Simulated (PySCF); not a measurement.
## Correlation energy of Si⁺ (silicon, charge +1)

[Ne] 3s2 3p1, 2P determinant. All numbers are calculated (PySCF 2.14, scalar relativity by spin-free X2C-1e, in x2c-TZVPPall (5s5p3d1f, 42 functions)). Frozen: [Ne]; 3 electrons correlated.

```tsv
level	correlation energy (mhartree)
CCSD	-58.15
(T)	-1.08
CCSD(T)	-59.23
CCSDT	-59.65
```

Diagnostics: T1 = 0.014, D1 = 0.0320, largest double amplitude 0.105.

Cost of the coupled-cluster step: about 1.3 core-seconds, for 3 correlated electrons.
